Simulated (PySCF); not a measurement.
# Computed vibrations of Pm2O3

Pm2O3 (singlet in the valence; each metal's 4f electrons, 4 of them, lie in its core potential, out of spins and levels). PySCF 2.14.0, RKS BP86, Pm lcecp-1-SVP with ECP50, O def2-SVP; non-relativistic Hamiltonian with scalar-relativistic core potentials where named; density fitting; no spin-orbit coupling. Central differences of gradients.

```xyz
5

Pm    0.0000    0.0000    2.2978
Pm    0.0000    0.0000   -2.2978
O     0.0000    0.0000    0.0000
O     0.0000    0.0000    4.2229
O     0.0000    0.0000   -4.2229
```

Run from Python with OMP_NUM_THREADS=2. Where DIIS fails, smearing, a level shift and second-order steps follow.
It took 62 s on 2 threads of Arm Neoverse V2, on a shared host.

Question: What are the harmonic wavenumbers and infrared intensities?

Answer: Modes are labelled in D∞h; negative numbers are unstable modes, those under 60 cm⁻¹ near the noise; a finer grid moves soft modes by up to 10 cm⁻¹.
| cm⁻¹ | km/mol | symmetry |
| --- | --- | --- |
| -222 | – | πu |
| -222 | – | πu |
| -159 | – | πg |
| -159 | – | πg |
| 39 | 2.2 | πu |
| 39 | 2.2 | πu |
| 143 | 0.0 | σg+ |
| 528 | 837.8 | σu+ |
| 737 | 0.0 | σg+ |
| 746 | 238.9 | σu+ |

Question: Is this a minimum?

Answer: No: 4 unstable; the lowest moves the atoms so:
```
Pm   0.07  0.06  0.00
Pm   0.07  0.06  0.00
O   -0.56 -0.44  0.00
O   -0.38 -0.30  0.00
O   -0.38 -0.30  0.00
```

An lcecp potential fixes the number of 4f electrons, so in runs with it no electron can move into or out of that shell.
